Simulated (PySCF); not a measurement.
Electron correlation in Zn¹⁸⁺ (zinc, charge +18)

[Ne] 3s2, closed-shell 1S. All numbers are calculated (PySCF 2.14, the non-relativistic Hamiltonian (point nucleus), in an uncontracted even-tempered set (16 s from 1.7 bohr⁻², ratio 2.5; 11 p from 2.2 bohr⁻², ratio 2.5; 5 d from 8.7 bohr⁻², ratio 2.7; 4 f from 13 bohr⁻², ratio 2.7)). Frozen: 1s2; 10 electrons correlated; the 20 highest virtual orbitals of each spin left out.

```csv
level,correlation energy (mhartree)
CCSD,-434.50
(T),-2.11
CCSD(T),-436.61
```

Diagnostics: T1 = 0.00081, D1 = 0.0025, largest double amplitude 0.091.

Cost of the coupled-cluster step: of the order of 2.8 core-seconds, for 10 correlated electrons.
